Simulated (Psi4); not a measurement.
A dimer, H4O4Si ··· H3N (SMILES O[Si](O)(O)O and N); the first 9 atoms form monomer A.

```
13

O      0.7240     1.2020    -0.8400
Si     0.0002     0.0000     0.0001
O     -1.0581     0.7191     1.0186
O     -0.6546    -1.0097    -1.1072
O      0.9894    -0.9122     0.9295
H      0.9093     2.0181    -0.3689
H     -1.3610     0.2062     1.7720
H     -1.0312    -0.6123    -1.8963
H      1.4820    -1.6112     0.4922
N      1.1785     3.5456     0.5634
H      2.0838     3.6579     1.0051
H      0.9568     4.4207     0.1025
H      0.4969     3.4121     1.3016
```

What interaction energy does SAPT0/jun-cc-pVDZ, frozen core in Psi4 1.11 give, and which attractive term is the largest?

Total -8.55 kcal/mol: electrostatics -17.20, exchange 18.04, induction -6.26, dispersion -3.13. The most attractive term is electrostatics.
